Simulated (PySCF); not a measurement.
## Heteronuclear NMR

Geometry:
```
atom   x (Å)   y (Å)   z (Å)
  O1  -1.768   1.855   0.143
  C2  -0.618   1.952   0.508
  C3   0.340   0.867   0.401
  P4   1.972   1.163   0.976
  C5   2.621  -0.421   0.606
  N6   2.007  -1.441   0.070
  C7   0.735  -1.407  -0.286
  C8  -0.127  -0.325  -0.153
 Si9  -1.941  -0.435  -0.714
 H10  -0.238   2.891   0.947
 H11   3.666  -0.596   0.846
 H12   0.366  -2.329  -0.717
 H13  -2.177   0.434  -1.860
 H14  -2.836  -0.377   0.435
 H15  -2.007  -1.822  -1.223
```

Rapidly exchanging positions averaged, one computed conformer, non-relativistic Hamiltonian, no solvent. σ from GIAO-PBE0/pcSseg-1; structure optimised with GFN2-xTB; PySCF 2.14.

Problem. What are the ³¹P shifts?

Solution. 
| atoms | environment | σ (ppm) | δ (ppm) |
| --- | --- | --- | --- |
| P4 | phosphorus bonded to 2 C, in a 6-membered ring | 65.3 | 216.0 |

Shieldings were converted by a linear fit to measured shifts: ³¹P: δ = 270.09 − 0.828σ (rms 18.1 ppm, 64 shifts vs H3PO4, solution or neat liquid). Occasional misses reach two or three times the rms, and more in compound classes unlike the fitted ones.

On a 600 MHz spectrometer ³¹P resonates near 242.9 MHz, so 1 ppm is 242.9 Hz.

Problem. Where does ²⁹Si resonate?

Solution. 
| atoms | environment | σ (ppm) | δ (ppm) |
| --- | --- | --- | --- |
| Si9 | silicon bonded to C, 3 H | 419.6 | -64.9 |

Shieldings were converted by a linear fit to measured shifts: ²⁹Si: δ = 279.94 − 0.822σ (rms 8.9 ppm, 72 shifts, 25.8 ppm with the 6 outliers that the fit left out vs TMS, solution or neat liquid). Occasional misses reach two or three times the rms, and more in compound classes unlike the fitted ones.

On a 400 MHz spectrometer ²⁹Si resonates near 79.5 MHz, so 1 ppm is 79.5 Hz.

Problem. Predict the ¹⁵N NMR data.

Solution. 
```csv
atoms,environment,σ (ppm),δ (ppm)
N6,pyridine-type ring nitrogen,-118.2,-39.2
```

Shieldings were converted by a linear fit to measured shifts: ¹⁵N (scatter 6.3 ppm rms vs CH3NO2, solution or neat liquid). Occasional misses reach two or three times the rms, and more in compound classes unlike the fitted ones.

On a 600 MHz spectrometer ¹⁵N resonates near 60.8 MHz, so 1 ppm is 60.8 Hz.

Problem. Predict the ¹⁷O NMR data.

Solution. 
```
atoms      environment  σ (ppm)  δ (ppm)
   O1  aldehyde oxygen   -298.5    538.6
```

Shieldings were converted by a linear fit to measured shifts: ¹⁷O: δ = 266.70 − 0.911σ (rms 10.7 ppm, 155 shifts, 12.2 ppm with the 3 outliers that the fit left out vs liquid water, solution or neat liquid). Occasional misses reach two or three times the rms, and more in compound classes unlike the fitted ones.

On a 300 MHz spectrometer ¹⁷O resonates near 40.7 MHz, so 1 ppm is 40.7 Hz.
